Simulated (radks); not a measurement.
Values are calculated unless marked as measured or tabulated.
Species: Hg XXVII. Configuration: [Kr] 4d10 4f8. Code: a radial shooting solver on a logarithmic mesh with Libxc functionals. Model: non-relativistic Kohn-Sham, LB94 model potential, spin-polarised, spherical densities, point nucleus; open shells are filled with parallel spins first (spin-orbit coupling, left out, can overturn this in heavy ions); relativity is left out, which matters for an element this heavy.

Normalised radial functions P(r) = r R(r), r in bohr:

r,4p up,4d down
0.001021,0.0028,0.0000
0.001475,0.0056,0.0000
0.002131,0.0115,0.0001
0.003079,0.0230,0.0004
0.004449,0.0455,0.0011
0.006377,0.0864,0.0031
0.009213,0.1605,0.0087
0.01331,0.2824,0.0236
0.01923,0.4576,0.0610
0.02779,0.6513,0.1473
0.04015,0.7415,0.3229
0.05801,0.5116,0.6146
0.08315,-0.1552,0.9375
0.1201,-0.9381,1.0079
0.1736,-0.8706,0.3958
0.2508,0.4771,-0.8376
0.3624,1.7259,-1.7002
0.5236,1.4511,-1.3964
0.7564,0.4898,-0.5369
1.084,0.0589,-0.0828

4p up: eigenvalue -1301.5 eV, 2 radial nodes at r = 0.0776, 0.225 bohr, <r> = 0.427 bohr, 90 % of the charge inside 0.613 bohr. 4d down: eigenvalue -1112.0 eV, 1 radial node at r = 0.197 bohr, <r> = 0.426 bohr, 90 % of the charge inside 0.626 bohr.
